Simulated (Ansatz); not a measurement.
Total energies of H2Te3 (Te3H2) from Ansatz at PBE-D4/def2-TZVP, gas phase (1 Eh = 27.2114 eV = 2625.5 kJ/mol). The reference geometry is relaxed at PBE0-D4/def2-SVP.

Cartesian coordinates in Å:
```
Te 0.821 -1.877 0.725
Te 0.820 0.844 0.708
Te -1.166 1.528 -1.022
H 1.894 -2.030 -0.546
H -2.370 1.535 0.135
```

| state | geometry | energy (Eh) |
| --- | --- | --- |
| charge 0 singlet | reference | -805.31367 |
| charge 1 doublet | reference | -805.02190 |
| free Te atom (triplet) | – | -267.97310 |
| free H atom (doublet) | – | -0.49962 |

In the def2 sets Te takes a core potential; there is no spin–orbit coupling.

**Question.** Work out the vertical ionisation energy to the doublet.

**Answer.** E(charge 1 doublet) − E(charge 0 singlet) = -805.02190 − (-805.31367) = 0.29177 Eh = 7.94 eV. For comparison, −ε of the highest occupied level is 5.50 eV at this level, 2.44 eV less.

**Question.** What is the binding energy per atom against free atoms?

**Answer.** Atoms: 3 × (-267.97310) + 2 × (-0.49962) = -804.91854 Eh. Binding: -804.91854 − (-805.31367) = 0.39513 Eh = 10.75 eV, or 2.15 eV for each of 5 atoms (no zero-point energy, no counterpoise term).

At PBE-D4/def2-TZVP the gap within one spin of the charge 1 doublet nearly closes, so an electron or hole may be smeared out by delocalisation error.
